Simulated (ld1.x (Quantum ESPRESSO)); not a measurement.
# Logarithmic derivatives: scandium (Sc), ultrasoft

ld1.x (Quantum ESPRESSO) 7.5 input, shortened:

```
&input
   title='Sc', zed=21., rel=0, dft='PZ', iswitch=3,
   config='[Ar] 3d1 4s1 4p0'
 /
 &inputp
   pseudotype=3, tm=.true., lloc=-2, rcloc=2.30,
   nlcc=.false.
 /
6
4S  1  0   1.00   0.00  2.85  3.15  0.0
4S  1  0   0.00   3.45  2.85  3.15  0.0
4P  2  1   0.00   0.00  2.85  3.75  0.0
4P  2  1   0.00   0.45  2.85  3.75  0.0
3D  3  2   1.00   0.00  2.50  2.70  0.0
3D  3  2   0.00   1.70  2.50  2.70  0.0
 &test
   configts(1)='3d1 4s1 4p0'
 /
```

The phase is arctan(r·u′/u) with u = r·R(r), unwrapped; energies in Ry, scanned from -3 to 5 Ry. A pole is an energy at which the radial function vanishes at the test radius. The pseudo phase is shifted by a multiple of π to meet the all-electron one at the reference energy, and phase errors are pseudo minus all-electron; the curves can meet again beyond the range given. Levels narrower than the energy grid can be missing from the lists of poles. n/a: not evaluated, since a narrow level or a reset projector energy made the automatic matching unsafe.

For each channel, where are the poles, and over which energies does the pseudopotential scatter like the atom?

```csv
channel,radius (bohr),reference energy (Ry),"poles, all-electron","poles, pseudo",unbroken range about the reference energy with phases within 0.05 rad,phase error 1 Ry above the reference energy (rad)
s,4.05,-0.73,"-0.27, 2.92","-0.28, 1.70, 4.57",below 0.4,-0.025
p,4.05,-0.48,"0.23, 3.47","0.23, 2.90",n/a,n/a
d,4.05,-0.76,"-0.71, 1.16, 4.32","-0.71, 2.82",-0.8 to -0.5,+1.391
```

A Bessel basis up to 400 Ry misses an occupied level by 0.56 Ry, so cutoffs and ghosts were not judged.

Phases in the d channel:

```
E (Ry)  all-electron  pseudo
 -3.00         1.417   1.418
 -2.52         1.400   1.402
 -2.04         1.376   1.379
 -1.56         1.337   1.342
 -1.08         1.237   1.253
 -0.60        -1.784  -1.754
 -0.12        -2.230  -1.993
  0.36        -4.146  -2.597
  0.84        -4.614  -4.075
  1.32        -4.750  -4.477
  1.80        -4.868  -4.603
  2.28        -5.169  -4.667
  2.76        -7.218  -4.708
  3.24        -7.682  -4.740
  3.72        -7.787  -4.770
  4.20        -7.843  -4.802
  4.68        -7.886  -4.841
```
